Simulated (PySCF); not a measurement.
# LuCl3(H2O) at several levels of theory

Computed with PySCF 2.14.0 (density fitting, no spin-orbit coupling) at the geometry relaxed with BP86:

```xyz
7
LuCl3(H2O) (singlet in the valence; each metal's 4f electrons, 14 of them, lie in its core potential, out of spins and levels)
Lu    0.0175   -0.0131    0.0131
Cl    1.1532    1.7804    1.2212
Cl   -1.7197   -1.2243    1.2243
Cl    1.1532   -1.2212   -1.7804
O    -1.2620    1.3399   -1.3399
H    -1.6464    2.2023   -1.0866
H    -1.6464    1.0866   -2.2023
```

```
level                                                               basis    state  HOMO (eV)  gap (eV)  charge on Lu1 (e)  population of f-type functions on Lu1 (polarisation alone where 4f lies in the core)  dipole about the centre of mass (D)  largest force component (eV/Å)
 BP86      Lu lcecp-1-SVP with ECP60, Cl def2-SVP, O def2-SVP, H def2-SVP  singlet      -7.11      4.99               0.61                                                                                  0.04                                 6.19                            0.00
 TPSS                                                            the same  singlet      -7.19      5.22               0.75                                                                                  0.04                                 6.23                            0.07
 BP86  Lu lcecp-1-TZVP with ECP60, Cl def2-TZVP, O def2-TZVP, H def2-TZVP  singlet      -7.29      4.89               1.20                                                                                  0.05                                 6.15                            0.24
```

In the lcecp rows the 4f levels are missing from HOMO and gap, and the state counts the valence alone.

Charges are Mulliken's, which hang on the basis. The relaxation used the grid (50, 194), these runs (75, 302) or, all-electron (x2c bases, spin-free X2C Hamiltonian), (99, 590).

Question: A further run in the first row's basis gives HOMO (eV) -8.07, gap (eV) 6.36, charge on Lu1 (e) 0.70, population of f-type functions on Lu1 (polarisation alone where 4f lies in the core) 0.05, dipole about the centre of mass (D) 6.25, largest force component (eV/Å) 0.34. Which level was it?
A. PBE0
B. BLYP
C. B3LYP

Answer: C. The others give HOMO -8.44 eV (PBE0); -6.77 eV (BLYP).

In the first row's basis the gap widens with exact exchange: 4.6 to 5.2 eV for BLYP, BP86, TPSS (none); 6.4 to 7.1 eV for B3LYP, PBE0 (a fixed share).

A frequency check found unstable modes (1, the lowest at -27 cm⁻¹), so the relaxed geometry is a saddle point, or these are noise. An lcecp potential fixes the number of 4f electrons, so in runs with it no electron can move into or out of that shell.
